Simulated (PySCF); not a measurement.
State search for CaTe

Unrestricted PBE0; Ca x2c-SVPall, Te x2c-SVPall; spin-free X2C with a Gaussian nucleus (PySCF 2.14). Outer shells of the fragments: Ca 4s2; Te 4d10 5s2 5p4.

Followed along the bond (rough minima from three points):

| 2Ms+1 | unpaired | ⟨S²⟩ at the start | R at minimum (Å) | Te (eV) |
| --- | --- | --- | --- | --- |
| 1 | none | 0.00 | 2.65 | 0.00 |
| 3 | σ ↑, π ↑ | 2.00 | 2.93 | 0.56 |
| 1 | σ ↓, π ↑ | 1.00 | 2.92 | 0.59 |
| 3 | σ ↑↑ | 2.00 | 2.81 | 1.37 |

Solutions found at the starting distance of 2.910 Å, counted from the lowest of them; the search is not exhaustive and high or unbound solutions are not listed, so other states can lie among these:

```json
{"2Ms+1": "1", "unpaired": "none", "term": "¹Σ⁺", "E (eV)": "0.00", "⟨S²⟩": "0.00", "⟨Lz²⟩": "0.00", "μ (D)": "-10.33"}
{"2Ms+1": "3", "unpaired": "σ ↑, π ↑", "term": "³Π", "E (eV)": "0.27", "⟨S²⟩": "2.00", "⟨Lz²⟩": "1.01", "μ (D)": "-4.09"}
{"2Ms+1": "1", "unpaired": "σ ↓, π ↑", "term": "mixed", "E (eV)": "0.29", "⟨S²⟩": "1.00", "⟨Lz²⟩": "1.01", "μ (D)": "-4.15"}
{"2Ms+1": "3", "unpaired": "σ ↑↑", "term": "³Σ⁺", "E (eV)": "1.09", "⟨S²⟩": "2.00", "⟨Lz²⟩": "0.00", "μ (D)": "-4.29"}
{"2Ms+1": "3", "unpaired": "π ↑↑", "term": "mixed", "E (eV)": "2.12", "⟨S²⟩": "2.00", "⟨Lz²⟩": "2.01", "μ (D)": "-4.19"}
{"2Ms+1": "3", "unpaired": "π ↑↑", "term": "mixed", "E (eV)": "2.17", "⟨S²⟩": "2.00", "⟨Lz²⟩": "2.01", "μ (D)": "-4.20"}
{"2Ms+1": "3", "unpaired": "π ↑, δ ↑", "term": "mixed", "E (eV)": "2.34", "⟨S²⟩": "2.00", "⟨Lz²⟩": "5.01", "μ (D)": "-7.64"}
{"2Ms+1": "1", "unpaired": "π ↑, δ ↓", "term": "mixed", "E (eV)": "2.35", "⟨S²⟩": "1.01", "⟨Lz²⟩": "5.01", "μ (D)": "-7.58"}
{"2Ms+1": "1", "unpaired": "π ↑, δ ↓", "term": "mixed", "E (eV)": "2.36", "⟨S²⟩": "1.01", "⟨Lz²⟩": "4.93", "μ (D)": "-7.52"}
{"2Ms+1": "3", "unpaired": "π ↑↑", "term": "³Σ⁻", "E (eV)": "2.87", "⟨S²⟩": "2.00", "⟨Lz²⟩": "0.00", "μ (D)": "4.62"}
```

A term symbol is given only where ⟨S²⟩ and ⟨Lz²⟩ are close to those of a pure state; real π, δ and φ orbitals otherwise mix terms. A positive dipole means Ca(−)Te(+).

Compare the gap between the two lowest followed solutions at the starting distance with the gap between their minima.

At PBE0 the second solution (triplet, unpaired electrons σ ↑, π ↑) lies +0.27 eV from the first (singlet, closed shell) at 2.910 Å and +0.56 eV at the minima; the two curves relax by different amounts, since their minima lie near 2.93 and 2.65 Å.

Spin–orbit coupling is left out. Counting both spins, an empty level lies below a filled one in some of these solutions, because spin and occupation are held.
